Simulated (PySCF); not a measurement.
## Working out the ionisation energy of W

W [Xe] 4f14 5d4 6s2 (5D) → W⁺ [Xe] 4f14 5d4 6s1 (6D). Computed with PySCF 2.14 in aug-cc-pVDZ-PP with ECP60MDF, with a scalar-relativistic core potential. Frozen: 5s2 5p6. Energies in hartree (1 hartree = 27.21139 eV):

```tsv
part	W (lower)	W⁺ (upper)
UHF	-66.675859	-66.458713
MP2 opposite-spin	-0.044922	0.000000
MP2 same-spin	-0.040353	-0.039871
```

Q: What does Hartree-Fock give?

A: (-66.458713) − (-66.675859) = 0.217146 hartree = 5.909 eV.

Q: What do MP2 and SCS-MP2 (6/5 opposite-spin, 1/3 same-spin) give?

A: The opposite-spin parts differ by 1.222 eV and the same-spin parts by 0.013 eV. MP2: 5.909 + (1.222) + (0.013) = 7.144 eV. SCS-MP2: 5.909 + 1.2 × (1.222) + (0.013)/3 = 7.380 eV.

Measured between the centres of the two terms (NIST): 7.825 eV, so MP2 (valence) is off by -0.681 eV.

A double-zeta basis recovers only part of the correlation energy.

What remains against the reference includes basis incompleteness, the frozen core and correlation beyond second order.
